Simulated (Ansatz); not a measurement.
Consider the ligand exchange at the Si–N bond: `N[SiH2]N[SiH](N)F` + CH₃OH → `CO[SiH2]N` + `N[SiH](N)F`.

Isolated molecules relaxed with PBE0-D4/def2-TZVP in Ansatz; ΔE leaves out vibrations. CCSD(T)/CBS adds triple-zeta CCSD(T) − MP2 to the extrapolated MP2 energy (def2 sets, frozen cores). This one scheme is used for every species. DFT in def2-TZVPP. Each species was taken in one conformer, which may not be the lowest.

`N[SiH2]N[SiH](N)F`:

Z-matrix (Å, degrees):
```
Si
N 1 1.724
N 1 1.727 2 109.8
H 1 1.491 2 104.7 3 123.8
H 1 1.485 2 114.1 3 -116.5
Si 2 1.712 1 128.7 3 58.3
H 2 1.010 1 115.1 3 -123.7
H 3 1.009 1 117.8 2 -153.7
H 3 1.009 1 119.4 2 67.8
N 6 1.688 2 106.7 1 -22.6
F 6 1.602 2 113.6 1 96.1
H 6 1.481 2 108.7 1 -150.2
H 10 1.009 6 120.7 2 -17.6
H 10 1.004 6 124.4 2 157.1
```

CH₃OH:

Cartesian coordinates in Å:
```
C -0.062 -0.050 0.347
O -0.261 0.485 -0.941
H -0.822 0.385 0.996
H 0.923 0.205 0.759
H -0.179 -1.141 0.369
H 0.400 0.117 -1.530
```

`CO[SiH2]N`:

Cartesian coordinates in Å:
```
C -1.361 0.222 -1.045
O -0.233 -0.614 -0.964
Si 1.071 -0.258 -0.026
N 0.794 -0.154 1.654
H -1.889 0.278 -0.086
H -1.089 1.240 -1.351
H -2.043 -0.190 -1.791
H 1.598 1.079 -0.413
H 2.005 -1.368 -0.313
H 0.585 0.716 2.111
H 0.563 -0.950 2.225
```

`N[SiH](N)F`:

Cartesian coordinates in Å:
```
N 0.021 1.335 0.543
Si -0.504 -0.212 0.075
N 0.779 -0.977 -0.723
F -0.988 -0.881 1.449
H -0.426 1.828 1.297
H 0.461 1.957 -0.114
H -1.676 -0.328 -0.825
H 0.620 -1.743 -1.356
H 1.712 -0.979 -0.346
```

```tsv
species	B2PLYP energy (Eh)
`N[SiH2]N[SiH](N)F`	-847.82236
CH₃OH	-115.68264
`CO[SiH2]N`	-461.68080
`N[SiH](N)F`	-501.84045
```

(1) Work out ΔE.

Largest T1 diagnostic among the species: 0.011.

Results:

(1) ΔE = (-461.68080) + (-501.84045) − (-847.82236) − (-115.68264) = -0.01625 Eh = -42.7 kJ/mol. CCSD(T)/CBS gives -36.8 kJ/mol.

In def2-TZVPP, CCSD(T) changes the Hartree–Fock value by +13.7 kJ/mol (the triples alone add +2.1 kJ/mol) and MP2 by +13.1 kJ/mol. The D4 term adds +8.6 kJ/mol with B3LYP and +4.9 kJ/mol with PBE0; it sums over pairs of atoms, weighted by their polarisabilities, and B3LYP, whose exchange is more repulsive, gets the larger term.

B3LYP here is the variant with VWN-RPA as its local correlation; programs differ in this.
